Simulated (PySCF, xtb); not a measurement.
C2H4ClNSi, SMILES N#CC[SiH2]Cl. Other conformers were not sampled.

Harmonic wavenumbers (cm⁻¹) from GFN2-xTB (xtb 6.7.1) at its own minimum, in rising order: 42, 120, 187, 374, 438, 494, 513, 571, 667, 723, 764, 776, 1014, 1079, 1183, 1408, 2278, 2308, 2403, 2967, 2984.

**Question.** What does PySCF 2.14.0 with PBE-D3(BJ)/def2-SVP give at its own minimum? (The exact figures need the calculation; the answer reports its results.)

**Answer.** 55, 120, 201, 363, 445, 526, 546, 652, 661, 760, 860, 913, 960, 1112, 1140, 1348, 2187, 2208, 2292, 2979, 3040. Paired by order, the mean absolute difference is 49 cm⁻¹ and the zero-point energies are 33.3 and 33.4 kcal/mol.
